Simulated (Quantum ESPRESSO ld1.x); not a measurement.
Q: Coherent X-ray form factor from a spherical all-electron density. All-electron calculation, Dirac Kohn-Sham, LDA (Slater exchange, Perdew-Zunger correlation), spin-unpolarised, spherical densities, point nucleus. Program: ld1.x of Quantum ESPRESSO 7.5.

| sin(theta)/lambda (1/angstrom) | f0 (electrons) |
|---|---|
| 0.05 | 60.548 |
| 0.1 | 59.241 |
| 0.15 | 57.219 |
| 0.2 | 54.673 |
| 0.25 | 51.816 |
| 0.3 | 48.837 |
| 0.4 | 43.064 |
| 0.5 | 37.981 |
| 0.6 | 33.676 |
| 0.8 | 26.963 |
| 1 | 22.210 |
| 1.25 | 18.350 |
| 1.5 | 15.902 |
| 2 | 12.375 |

The species is in the configuration that NIST lists as its ground one. Which atom or ion scatters so?

A: The holmium ion Ho6+, [Kr] 4d10 4f9 5s2 5p4. Extrapolating in s^2 from the first two rows gives f0(0) = 61.0, near the electron count 61; among species with that count, the fall with angle is slower the higher Z, and the table is that of Z = 67; from so few rows the species is fixed only to a neighbour or two.
